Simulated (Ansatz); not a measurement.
```yaml
crystal:
  periodic: [false, false, false]
  atoms:
    - {symbol: Li, position_ang: [1.331723, 0.335402, 0.663496]}
    - {symbol: Li, position_ang: [-1.023920, 1.077481, 0.341813]}
    - {symbol: Li, position_ang: [-0.494736, -1.350658, 0.507109]}
    - {symbol: Li, position_ang: [0.186938, -0.062213, -1.512419]}
    - {symbol: H, position_ang: [0.533024, 1.455191, -0.546354]}
    - {symbol: H, position_ang: [-0.201404, 0.067025, 1.629468]}
    - {symbol: H, position_ang: [1.103168, -1.160858, -0.368278]}
    - {symbol: H, position_ang: [-1.434804, -0.361360, -0.714845]}
basis:
  gaussian: {orbitals: def2-mTZVP}
magnetization: {spin_polarized: true, initial_magnetization: 0}
hamiltonian: {xc: {name: HF}, pseudopotentials: {relativity: scalar}}
correlation: {method: ccsd_t, diis_vectors: 4}
scf: {lower_state_search: full}
```

```sh
$ ansatz run in.yaml --threads 2 --pin off --events-out ev --progress --plain --max-ram 4352MiB
```

Output, abridged:

```
Functional definition: HF
558 factors; integrals over basis functions are off by at most 4.3e-5 eV
mean field evaluation 1: about -874.0514 eV, gradient 8.5e0 eV
mean field evaluation 2: about -874.0647 eV, gradient 8.5e0 eV
mean field evaluation 4: about -874.8294 eV, gradient 2.8e-1 eV
mean field evaluation 8: about -874.8314 eV, gradient 2.9e-6 eV
mean field -874.83135783 eV, -32.1494594183 hartree, gradient 3.5e-6 eV, S^2 0.000000; 0 other end points of the search recorded, 0 dependent functions left out
reference -874.83135783 eV, -32.1494594183 hartree; 8, 8 occupied and 36, 36 virtual orbitals, 558 factors
second order -3.05592264 eV of doubles, -0.00000000 eV of singles
cycle   1  -3.61999844 eV  change   -5.6e-1 eV  update   5.7e-2
cycle   2  -3.85597591 eV  change   -2.4e-1 eV  update   2.4e-2
cycle   3  -3.85616741 eV  change   -1.9e-4 eV  update   6.0e-3
cycle   4  -3.85447623 eV  change    1.7e-3 eV  update   2.0e-3
cycle   5  -3.85476169 eV  change   -2.9e-4 eV  update   7.3e-4
cycle   6  -3.85469628 eV  change    6.5e-5 eV  update   1.4e-4
cycle   7  -3.85470167 eV  change   -5.4e-6 eV  update   4.4e-5
cycle   8  -3.85470820 eV  change   -6.5e-6 eV  update   1.6e-5
cycle   9  -3.85471659 eV  change   -8.4e-6 eV  update   4.7e-6
perturbative correction -0.03643368 eV, -0.0013389129 hartree
Total energy: -878.72250810 eV, -32.2924565532 hartree
Relativity: scalar
```

Hardware: 2 threads of Arm Neoverse V1 on a shared host. Wall time 0.9 s.

Correlated methods freeze no core orbitals; core or outer-core shells of Li are correlated, in sets that lack core-valence functions.
